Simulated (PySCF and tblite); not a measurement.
The numbers below are computed, except where a source is named.
System: C₅H₅NO, numbered as in [OH:1][c:2]1[cH:3][cH:4][n:5][cH:6][cH:7]1.

The path came from a restrained scan, a climbing-image band and a saddle search at GFN2-xTB; energies are PBE0/pcSseg-1 + D3(BJ), IEF-PCM acetonitrile//GFN2-xTB, thermal terms GFN2-xTB. Rates follow Eyring's equation with the number of equivalent paths and no tunnelling. (PySCF 2.14 with density fitting, tblite 0.8.)

Problem. How high is the barrier to the rotation about the C2–O1 bond (torsion C3–C2–O1–H from -180° to 0°, rising), through which structure does it pass, and what rate follows at 298 K?

Solution. The electronic barrier is 5.9 kcal/mol and ΔG‡(298 K) 5.2 kcal/mol, over a Cs saddle with an imaginary mode of 466i cm⁻¹ (GFN2-xTB). With 2 equivalent paths, k is 2.1×10⁹ s⁻¹, a mean lifetime of the start of 480 ps against this motion.
